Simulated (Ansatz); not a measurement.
`C[NH][Ga]([F])[F]` + HBr → `[F][Ga]([F])[Br]` + CH₃NH₂ at 298.15 K and 1 bar (ligand exchange at a Ga–N bond).

Isolated molecules relaxed with PBE0-D4/def2-TZVP in Ansatz; ΔE leaves out vibrations. CBS: MP2 limit from def2 TZ/QZ plus the TZ coupled-cluster correction, frozen cores. For Br, Ga outer-core shells are correlated without core-valence functions, which leaves a few kJ/mol of doubt a bond. Scalar relativity is left out up to krypton. Each species was taken in one conformer, which may not be the lowest.

| species | CCSD(T)/CBS energy (Eh) | H − E (kJ/mol) | S (J/(mol·K)) |
| --- | --- | --- | --- |
| `C[NH][Ga]([F])[F]` | -2218.78622 | 174.9 | 358.7 |
| HBr | -2573.91920 | 24.6 | 198.6 |
| `[F][Ga]([F])[Br]` | -4696.97905 | 29.8 | 324.4 |
| CH₃NH₂ | -95.75281 | 180.0 | 240.4 |

H − E and S are ideal-gas, rigid-rotor, harmonic terms from PBE0-D4/def2-TZVP, for one conformer and one mirror image of each species. 1 Eh = 2625.50 kJ/mol, R = 8.31446 J/(mol·K).

Problem. By hand: ΔE, ΔH, ΔS and ΔG.

Solution. ΔE = (-4696.97905) + (-95.75281) − (-2218.78622) − (-2573.91920) = -0.02644 Eh = -69.4 kJ/mol. Δ(H − E) = 29.8 + 180.0 − 174.9 − 24.6 = 10.3, so ΔH = -59.1 kJ/mol. ΔS = 324.4 + 240.4 − 358.7 − 198.6 = 7.5 J/(mol·K). ΔG = -59.1 − 298.15 × (7.5)/1000 = -61.3 kJ/mol.

Problem. By hand: the equilibrium constant, and the temperature at which ΔG would vanish if ΔH and ΔS stayed fixed.

Solution. log₁₀ K = −ΔG/(RT ln 10) = 10.7. ΔH and −TΔS have one sign here, so there is no such temperature.

The number of gas molecules stays the same, so ΔS is small and ΔH decides. A doubt of 5 kJ/mol in ΔE shifts log₁₀ K by 0.9 here. Other conformers and mirror images would add mixing entropy, several J/(mol·K) or more a flexible species. These are equilibria of isolated gas molecules and say nothing of rates. Largest T1 diagnostic: 0.013 (customary marks: 0.02 for closed shells, 0.045 for open ones).

ΔS is within the doubt of such terms, so its sign, and with it that verdict, could turn.
